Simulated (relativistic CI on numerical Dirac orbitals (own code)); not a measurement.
**Spin-allowed bands of a d7 ion in an octahedral site, by hand**

Problem. Take Δ = 13800 cm⁻¹ and B = 920 cm⁻¹ for a high-spin d7 ion in an octahedral site. Calculate the three spin-allowed bands.

Working.
1. The terms of highest spin are 4F (energy 0) and 4P (15B = 13800 cm⁻¹). Here the F term splits into A2 at +1.2Δ = 16560, T2 at +0.2Δ = 2760 and T1 at −0.6Δ = -8280 cm⁻¹.
2. The two T1 states mix through the element 0.4Δ: H = [[-8280, 5520], [5520, 13800]], with roots ½(H₁₁ + H₂₂) ∓ ½√[(H₂₂ − H₁₁)² + 4H₁₂²] = ½(5520) ∓ ½(24686) = -9583 and 15103 cm⁻¹.
3. The ground term is 4T1 at -9583 cm⁻¹.
4. Bands: 4T2 12343 cm⁻¹ (810 nm), 4T1(P) 24686 cm⁻¹ (405 nm), 4A2 26143 cm⁻¹ (383 nm).

Check. Exact diagonalisation of the whole d7 shell with these parameters gives 4T2 12343, 4T1 24686, 4A2 26143 cm⁻¹. The match is exact, since without spin-orbit coupling no other term has this spin. The ratio of the second band to the first, 2.000, depends on Δ/B = 15.0 alone, which is how a Tanabe-Sugano diagram is read.
